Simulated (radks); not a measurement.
All-electron atom: neutral arsenic in [Ar] 3d10 4s2 4p3.

Method: non-relativistic Kohn-Sham, LDA (Slater exchange, Perdew-Wang correlation), spin-polarised, spherical densities, point nucleus; open shells are filled with parallel spins first; hard spherical wall at 6 bohr; computed with a radial shooting solver on a logarithmic mesh with Libxc functionals.

Energy parts (hartree):
total: -2232.55259
kinetic: 2230.63883
electron-nucleus: -5345.57128
Hartree: 962.11518
exchange-correlation: -79.73532

Orbitals (lengths in bohr, moments of r in powers of bohr; <r^-3> diverges for s and p1/2; r(90%) holds 90 % of the orbital's charge):
orbital	occ.	eigenvalue (hartree)	r(90%)	<r^-3>	<1/r>	<r>
1s up	1	-423.2924	0.0827	-	32.46	0.04644
1s down	1	-423.2876	0.0827	-	32.46	0.04644
2s up	1	-53.04895	0.320	-	7.150	0.2070
2s down	1	-53.04627	0.320	-	7.150	0.2070
2p up	3	-47.48431	0.292	1039	7.132	0.1790
2p down	3	-47.48013	0.292	1039	7.131	0.1790
3s up	1	-6.68932	0.912	-	2.325	0.6107
3s down	1	-6.68306	0.912	-	2.326	0.6104
3p up	3	-4.81083	0.957	143.1	2.208	0.6231
3p down	3	-4.80354	0.955	143.3	2.210	0.6224
3d up	5	-1.50405	1.14	16.93	1.910	0.6782
3d down	5	-1.49284	1.13	17.04	1.917	0.6737
4s up	1	-0.52371	2.95	-	0.6679	1.965
4s down	1	-0.44736	2.98	-	0.6708	1.968
4p up	3	-0.19452	3.64	8.627	0.5358	2.397
4p down	0	-0.12021	3.74	8.411	0.5276	2.444
4d up	0	0.18875	4.60	0.5280	0.3601	3.312
4d down	0	0.24378	4.68	0.4463	0.3457	3.404
5s up	0	0.18267	4.89	-	0.3740	3.616
5s down	0	0.22231	4.92	-	0.3710	3.647
5p up	0	0.35021	4.99	6.933	0.4000	3.566
5p down	0	0.39113	5.01	7.199	0.4058	3.553

The highest occupied level is 4p up at -5.293 eV. Summed over all electrons, <r^2> = 38.31 bohr^2, which gives a Langevin (diamagnetic) susceptibility term of -30.3 x 10^-6 cm^3/mol. The electron density at the nucleus is 2.463e+04 e/bohr^3. The pressure on the wall is 1.78 GPa. The density falls to 0.001 e/bohr^3 at r = 4.29 bohr.
